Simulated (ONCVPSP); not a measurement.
Ranking ONCV potentials for ruthenium (Ru)

All share these settings but for the change named:

Ru (Z = 44), optimised norm-conserving Vanderbilt (ONCV), made with ONCVPSP 4.0.1 (PBE, scalar-relativistic). Core [Ar] 3d10, reference 4s2 4p6 4d7.5 5s0.5. Waves: 4s+5s: rc 1.80 bohr, ncon 4, nbas 7, qcut 5.4 1/bohr, 2 projectors; 4p: rc 1.55 bohr, ncon 4, nbas 8, qcut 8.2 1/bohr, 3 projectors, debl 2.4 Ha; 4d: rc 1.70 bohr, ncon 4, nbas 9, qcut 9.1 1/bohr, 2 projectors, debl 3.1 Ha. Local part: polynomial inside 1.00 bohr (lpopt 4, dvloc0 0 Ha). Core correction: none.

Test errors are all-electron minus pseudo excitation energies from the reference, over 4s2 4p6 4d7 5s1; 4s2 4p6 4d7 5s0; 4s2 4p6 4d6 5s0; 4s2 4p6 4d7 5s0.5. None of these files shows a bound ghost.

The base gives 1.1 meV.

Of 9 variants that were run, those that failed, showed a ghost or another fault, or gave nearly equal values are left out.

A variant can come out equal or close to the base, since the largest error may sit in a test that the change hardly touches while other tests move.

(1) Rank these variants by their largest absolute test error, smallest first.
A. s: rc 2.6
B. s: rc 1.54
C. d: rc 1.55, qcut 10, nproj 0; local potential the d channel
D. core correction Teter function, fcfact 2.5, rcfact 1.35

## Answers

(1) C (0.5 meV), D (1.0 meV), B (1.2 meV), A (1.8 meV).
